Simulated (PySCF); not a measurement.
# Working out the ionisation energy of Zn⁺

Zn⁺ [Ar] 3d10 4s1 (2S) → Zn²⁺ [Ar] 3d10 (1S). Calculation: PySCF 2.14, in jorge-DZP-DKH; scalar relativity by spin-free X2C-1e. Frozen: [Ar]. Energies in hartree (1 hartree = 27.21139 eV):

```csv
part,Zn⁺ (lower),Zn²⁺ (upper)
UHF,-1793.791418,-1793.173847
CCSD correlation,-0.254204,-0.237098
(T),-0.007291,-0.006152
```

Q: What does Hartree-Fock give?

A: (-1793.173847) − (-1793.791418) = 0.617571 hartree = 16.805 eV.

Q: What do CCSD and CCSD(T) give?

A: The CCSD correlation energies differ by 0.017106 hartree = 0.465 eV and the triples by 0.001139 hartree = 0.031 eV, so CCSD gives 17.270 eV and CCSD(T) 17.301 eV.

Measured between the centres of the two terms (NIST): 17.964 eV, so CCSD(T) (valence) is off by -0.663 eV.

A double-zeta basis recovers only part of the correlation energy.

What remains against the reference includes basis incompleteness, the frozen core and higher excitations.
